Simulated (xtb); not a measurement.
I$_{4}$Sn, quintet, geometry from GFN2-xTB of the parent state (such geometries of metal compounds can be far from the true shape) (a higher spin typed on purpose: for a closed-shell molecule this is an excited state); GFN0-xTB in xtb.

The xtb input:
```
$ xtb mol.xyz --gfn 0 --chrg 0 --uhf 4 --json

# file mol.xyz
5

I     -1.65170208    -0.64443435    -2.09048008
Sn     0.00000000    -0.00000000    -0.00000000
I      0.58452688     2.67655551    -0.08888920
I      2.31947770    -1.44851091    -0.18804700
I     -1.25230250    -0.58361025     2.36741629
```

Predict the main parts of the log of this xtb run.


```
   ID    Z sym.   atoms
    1   53 I      1, 3-5
    2   50 Sn     2

           -------------------------------------------------
          |                Calculation Setup                |
           -------------------------------------------------

           -------------------------------------------------
          |                 G F N 0 - x T B                 |
           -------------------------------------------------

          ...................................................
          :                      SETUP                      :
          :.................................................:
          :  # basis functions                  50          :
          :  # atomic orbitals                  45          :
          :  # shells                           15          :
          :  # electrons                        32          :
          :  electronic temp.          300.0000000     K    :
          :  accuracy                    1.0000000          :
          :  -> integral cutoff          0.2500000E+02      :
          :  -> integral neglect         0.1000000E-07      :
          ...................................................

         :::::::::::::::::::::::::::::::::::::::::::::::::::::
         ::                     SUMMARY                     ::
         :::::::::::::::::::::::::::::::::::::::::::::::::::::
         :: total energy             -16.252193564520 Eh    ::
         :: gradient norm              0.099679967550 Eh/a0 ::
         :: HOMO-LUMO gap              0.000000010878 eV    ::
         ::.................................................::
         :: H0 energy                -16.213936947388 Eh    ::
         :: repulsion energy           0.026909537161 Eh    ::
         :: electrostat energy        -0.062605890075 Eh    ::
         :: -> Gsolv                   0.000000000000 Eh    ::
         ::    -> Gsasa                0.000000000000 Eh    ::
         ::    -> Gshift               0.000000000000 Eh    ::
         :: dispersion energy         -0.002560264218 Eh    ::
         :: short-range corr.          0.000000000000 Eh    ::
         :: add. restraining           0.000000000000 Eh    ::
         :: total charge              -0.000000000000 e     ::
         :::::::::::::::::::::::::::::::::::::::::::::::::::::

           -------------------------------------------------
          |                Property Printout                |
[...]
        28                         -0.0447486              -1.2177
        29                         -0.0439655              -1.1964
       ...                                ...                  ...
        45                          1.7254906              46.9530
      -------------------------------------------------------------
                  HL-Gap            0.0000000 Eh            0.0000 eV
             Fermi-level            0.0000000 Eh            0.0000 eV

     #   Z          covCN         q      C6AA      α(0)
     1  53 I        0.874    -0.141   380.751    33.706
     2  50 Sn       3.471     0.564   309.626    32.275
     3  53 I        0.874    -0.141   380.751    33.706
     4  53 I        0.874    -0.141   380.751    33.706
     5  53 I        0.874    -0.141   380.751    33.706

 Mol. C6AA /au·bohr⁶  :       9143.933073
 Mol. C8AA /au·bohr⁸  :     892847.575949
 Mol. α(0) /au        :        167.098403

Wiberg/Mayer (AO) data.
largest (>0.10) Wiberg bond orders for each atom

 ---------------------------------------------------------------------------
     #   Z sym  total        # sym  WBO       # sym  WBO       # sym  WBO
 ---------------------------------------------------------------------------
     1  53 I    1.515 --     2 Sn   0.890     4 I    0.208     3 I    0.208
                             5 I    0.208
     2  50 Sn   3.558 --     4 I    0.890     1 I    0.890     3 I    0.890
                             5 I    0.890
     3  53 I    1.515 --     2 Sn   0.890     4 I    0.208     1 I    0.208
                             5 I    0.208
     4  53 I    1.515 --     2 Sn   0.890     1 I    0.208     3 I    0.208
                             5 I    0.208
     5  53 I    1.515 --     2 Sn   0.890     4 I    0.208     1 I    0.208
                             3 I    0.208
 ---------------------------------------------------------------------------

Topologies differ in total number of bonds
Writing topology from bond orders to xtbtopo.mol

 dipole moment from electron density (au)
     X       Y       Z
   0.0000  -0.0000  -0.0000  total (Debye):    0.000

           -------------------------------------------------
          | TOTAL ENERGY              -16.252193564520 Eh   |
          | GRADIENT NORM               0.099679967550 Eh/α |
          | HOMO-LUMO GAP               0.000000010878 eV   |
           -------------------------------------------------

normal termination of xtb
```
